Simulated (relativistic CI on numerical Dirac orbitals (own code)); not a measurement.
**Crystal-field levels of Mn2+, 3d5**

Calculated by Dirac-Coulomb-Breit CI, separate exchange-only KLI orbitals for each configuration, model QED, valence Slater integrals scaled by 0.75, one configuration in a parametric crystal field (own radial code).

Field parameters in Wybourne normalisation: Oh B⁴₀ = 21Dq, B⁴₄ = √(5/14) B⁴₀. The field is a parameter set, without covalency.

S is read from ⟨S²⟩ = S(S + 1).

Site symmetry Oh; labels are those of the double group. Computed levels in cm⁻¹ above the lowest, in rising order:

```
Δ (size of 10Dq)  Lowest     No. 2     No. 3     No. 4     No. 5     No. 6     No. 7     No. 8
            3250   Γ7+Γ8  21802 Γ7  21812 Γ8  21850 Γ8  21884 Γ6  23195 Γ7  23222 Γ8  23252 Γ6
            5850   Γ7+Γ8  19542 Γ7  19559 Γ8  19613 Γ8  19654 Γ6  22432 Γ7  22471 Γ8  22540 Γ6
            8450      Γ7      0 Γ8  17121 Γ7  17149 Γ8  17217 Γ8  17264 Γ6  21152 Γ7  21181 Γ8
           11050      Γ7      0 Γ8  14608 Γ7  14668 Γ8  14754 Γ8  14807 Γ6  17189 Γ7  17640 Γ8
           13650      Γ7      0 Γ8  11719 Γ7  12052 Γ8  12252 Γ8  12314 Γ6  12700 Γ7  12900 Γ8
           16250      Γ7      0 Γ8   7179 Γ7   7750 Γ8   9714 Γ8   9773 Γ8   9783 Γ7   9800 Γ6
           18850      Γ7      0 Γ8   2250 Γ7   2806 Γ8   7172 Γ8   7210 Γ7   7227 Γ8   7273 Γ6
           21450      Γ7    549 Γ8   2736 Γ8   2737 Γ7   7379 Γ8   7405 Γ7   7426 Γ8   7477 Γ6
           24050      Γ7    544 Γ8   7720 Γ8   7721 Γ7   9890 Γ8   9904 Γ8   9915 Γ7   9953 Γ6
           26650      Γ7    540 Γ8  12070 Γ8  12084 Γ7  12389 Γ8  12445 Γ6  13085 Γ8  13089 Γ7
           29250      Γ7    537 Γ8  14741 Γ8  14756 Γ7  14892 Γ8  14951 Γ6  17986 Γ8  17986 Γ7
           31850      Γ7    534 Γ8  17277 Γ8  17292 Γ7  17406 Γ8  17466 Γ6  23046 Γ8  23047 Γ7
```

Ground-state S against |10Dq| in cm⁻¹: 3250: 2.50, 5850: 2.50, 8450: 2.50, 11050: 2.50, 13650: 2.50, 16250: 2.50, 18850: 2.50, 21450: 0.51, 24050: 0.50, 26650: 0.50, 29250: 0.50, 31850: 0.50.

The spin changes between |10Dq| = 18850 and 21450 cm⁻¹.
